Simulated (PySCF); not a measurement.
Z-matrix (Å, degrees):
```
Br
```
Charge 0, spin multiplicity 2.

Question: Predict the total energy, dipole moment and highest occupied spin orbital from PBE-D3(BJ)/def2-TZVP (PySCF).

Answer: 
The total energy is -2573.7208 Ha, the dipole moment is 0.000 e·Å and the highest occupied spin orbital is -7.43 eV.
